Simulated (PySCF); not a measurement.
**Fe (iron, neutral) across methods**

[Ar] 3d8, high-spin 3F determinant (an excited configuration). Calculation: PySCF 2.14, in aug-cc-pVQZ-DK (9s8p6d4f3g2h, 140 functions); the spin-free X2C one-electron Hamiltonian (Gaussian nucleus).

```csv
method,E (hartree),mean ε 3p β (eV),mean ε 3d α (eV),mean ε 3d β (eV),Σ⟨r²⟩ (bohr²),⟨S²⟩
PBE0,-1272.249,-54.832,-3.668,-2.084,32.87,2.025
MN15,-1273.229,-55.206,-4.616,-2.920,31.81,2.039
r2SCAN,-1272.446,-52.637,-2.236,-1.014,34.25,2.019
LDA,-1269.969,-51.717,-2.576,-1.235,34.46,2.023
M06-2X,-1272.451,-58.308,-5.564,-3.427,31.34,2.035
PBE,-1272.273,-51.717,-2.377,-1.162,35.09,2.023
BLYP,-1272.593,-51.653,-2.326,-1.212,35.12,2.020
UHF,-1271.06079,-63.715,-8.051,-4.530,30.27,2.075
```
